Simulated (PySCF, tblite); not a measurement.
Compound: C₆H₉FOS.
Z-matrix (Å and degrees, GFN2-xTB geometry), rows numbered from 1:
```
C 
C   1  1.5269
S   2  1.8232  1  112.21
C   3  1.8224  2   91.96  1   -96.84
C   4  1.5193  3  105.10  2   -36.42
C   5  1.5243  4  114.17  3   162.29
F   6  1.3707  5  110.32  4    69.83
C   2  1.5176  1  110.03  3  -119.23
O   8  1.2001  2  123.21  1   -61.89
H   1  1.0880  2  110.51  3    56.75
H   1  1.0880  2  109.63  3   176.66
H   1  1.0866  2  109.98  3   -63.15
H   2  1.0926  1  109.73  3   120.02
H   4  1.0868  3  108.40  2  -157.60
H   4  1.0916  3  108.96  2    83.41
H   5  1.0985  4  109.08  3   -76.38
H   6  1.0953  5  111.44  4   -48.87
H   6  1.0947  5  110.44  4  -171.59
```

The calculation used PBE0/pcSseg-1 in PySCF (dipole) on a GFN2-xTB geometry, gas phase.

Take the most abundant isotopes and a rigid rotor. The values belong to one conformer with, in the numbering `[CH3:1][C@@H:2]1[S:3][CH2:4][C@H:5]([CH2:6][F:7])[C:8]1=[O:9]`, C4–C5–C6–F7 70°, C1–C2–S3–C4 -97°, C2–S3–C4–C5 -36°, S3–C4–C5–C6 162°, C4–C5–C8–O9 157°.

Problem. What are A, B and C (MHz)?

Solution. Ia = 240.71, Ib = 490.48, Ic = 655.40 u·Å²; 505379 MHz·u·Å²/I gives A = 2100, B = 1030, C = 771.1 MHz.

Problem. Classify the top.

Solution. An asymmetric top; Ray's κ = -0.610.

Problem. Is it planar, by Δ = Ic − Ia − Ib?

Solution. Not planar: Δ = Ic − Ia − Ib = -75.80 u·Å². For a rigid frame Δ = −2 Σ m c², so Σ m c² = 37.90 u·Å² lies off the ab plane: 13.10 from hydrogen and 24.79 from heavier atoms. The atom farthest from that plane is 1.90 Å away.

Problem. Give the other two planar moments, Paa and Pbb, and the rms extents of the mass along the axes.

Solution. Paa = Σ m a² = (Ib + Ic − Ia)/2 = 452.58 and Pbb = Σ m b² = (Ia + Ic − Ib)/2 = 202.81 u·Å². With the mass M = 148.04 u, the rms extents √(P/M) along a, b and c are 1.75, 1.17, 0.51 Å.

Problem. Predict some low-J microwave lines.

Solution. The dipole components are |μa| = 0.93 D, |μb| = 0.24 D, |μc| = 0.88 D. The squared components, which scale the intensities, stand as 1.00 : 0.06 : 0.88 (a : b : c). Some lines, for components of 0.1 D or more:

| type | branch | J(Ka,Kc) | MHz | lower level (cm⁻¹) |
| --- | --- | --- | --- | --- |
| c | Q | 2(1,2) ← 2(0,2) | 852 | 0.179 |
| b | R | 5(3,2) ← 4(4,1) | 898 | 1.242 |
| b | Q | 4(1,3) ← 4(0,4) | 2936 | 0.582 |
| b | Q | 3(2,1) ← 3(1,2) | 3049 | 0.426 |
| b | R | 4(1,4) ← 3(0,3) | 7214 | 0.354 |
| a | R | 5(4,1) ← 4(4,0) | 9103 | 1.242 |
| a | R | 5(2,3) ← 4(2,2) | 9541 | 0.779 |
| b | R | 3(3,1) ← 2(2,0) | 11381 | 0.342 |
| c | R | 4(4,1) ← 3(3,1) | 15606 | 0.721 |
| c | R | 5(5,1) ← 4(4,1) | 19803 | 1.242 |

Problem. Estimate the classical rotational partition function at 25 K, 50 K and 100 K.

Solution. Point group C1, symmetry number σ = 1; q = (√π/σ)·√((kT/h)³/(ABC)), k/h = 20836.6 MHz/K: 16300 at 25 K, 46100 at 50 K, 131000 at 100 K.

Its GFN2-xTB frequencies are all real (lowest 34 cm⁻¹). These are rigid-rotor constants of the computed structure; measured ground-state constants (B0) also hold zero-point vibration. A rigid rotor knows nothing of internal rotation, which can split or shift real lines.
